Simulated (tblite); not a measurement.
ethylenediamine (C2H8N2), singlet, at a GFN2-xTB geometry; IPEA1-xTB in tblite 0.6.0.

Here is a job for tblite.
```
$ tblite run mol.xyz --method ipea1 --charge 0 --spin 0 --json tblite.json --no-restart

# file mol.xyz
12

N      1.80389178     0.38626777    -0.22442841
C      0.55694421     0.17700189     0.49221348
C     -0.55492179    -0.18446869    -0.49175578
N     -1.75934788    -0.55072401     0.23450925
H      2.55231782     0.59994733     0.42532920
H      1.71475544     1.17096056    -0.86238442
H      0.23886758     1.05364064     1.08495630
H      0.69696335    -0.65910161     1.18080159
H     -0.23414157    -1.04963774    -1.07605929
H     -0.70278446     0.65914184    -1.18994644
H     -2.49325710    -0.81799969    -0.41196303
H     -2.09666295     0.23904307     0.77595401
```

The log (banner, timings and long lists left out):

```
xTB calculator
 | screened Coulomb repulsion
 | Coulomb electrostatics
 |  * isotropic Klopman-Ohno-Mataga-Nishimoto electrostatics
 |  * onsite third-order electrostatics
 | DFT-D3(BJ) dispersion correction

halogen bonding energy    0.0000000000000E+00 Eh
repulsion energy          2.4585400138567E-01 Eh
dispersion energy        -3.1492190010520E-03 Eh
number of electrons       2.6000000000000E+01 e
integral cutoff           4.0000000000000E+01 bohr

------------------------------------------------------------
  cycle        total energy    energy error   density error
------------------------------------------------------------
      1     -16.70269061243  -1.6945395E+01   5.3329520E-01
      2     -16.94189065289  -2.3920004E-01   2.6802542E-01
      3     -16.93884031485   3.0503380E-03   1.1692227E-01
      4     -16.95528285469  -1.6442540E-02   2.5665716E-02
      5     -16.95673132872  -1.4484740E-03   8.7782012E-04
      6     -16.95673196038  -6.3165735E-07   5.5838538E-04
      7     -16.95673328577  -1.3253920E-06   1.0566336E-04
      8     -16.95673333691  -5.1134997E-08   1.6512350E-05
------------------------------------------------------------

electronic energy        -1.7199438119293E+01 Eh
total energy             -1.6956733336909E+01 Eh

Post processing:
 | Mayer-Wiberg bond orders

[Info] JSON dump of results written to 'tblite.json'
```
